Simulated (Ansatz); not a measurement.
# Worked example: In(CH3)Cl2 + C2H5ClIn → In(CH3)Cl + C2H5Cl2In

Species: In(CH3)Cl2, singlet; C2H5ClIn `C[CH2][In][Cl]`, doublet; In(CH3)Cl, doublet; C2H5Cl2In `C[CH2][In]([Cl])[Cl]`, singlet. A radical takes Cl: the energy is the difference in strength between two In–Cl bonds in different surroundings.

Shapes, held fixed at every level: PBE0-D4/def2-TZVP. Flexible molecules stand in one conformer, not always the lowest. Programs: Ansatz 0.2.0. Electronic energies: no zero-point or thermal term.

At CCSD(T)/def2-TZVPP; 1 Eh = 2625.50 kJ/mol:

| species | energy (Eh) |
| --- | --- |
| In(CH3)Cl2 | -1148.887979 |
| C2H5ClIn | -728.314823 |
| In(CH3)Cl | -689.077563 |
| C2H5Cl2In | -1188.123785 |

Q: Work out ΔE of the reaction at this level.

A: 
1. Products less reactants: (-689.077563) + (-1188.123785) − [(-1148.887979) + (-728.314823)] = 0.001454 Eh = +3.8 kJ/mol.

Other levels give +2.9 (HF/def2-TZVPP) to +7.2 kJ/mol (PBE-D4/def2-TZVPP). No measured value is set beside it here. Spin contamination: C2H5ClIn (⟨S²⟩ up to 0.80). Open shells run unrestricted. For atoms past krypton def2 sets carry core potentials with scalar relativity. Outer-core shells of In are correlated in most correlated rows, in sets that cover them unevenly. That is about zero within the method's error.
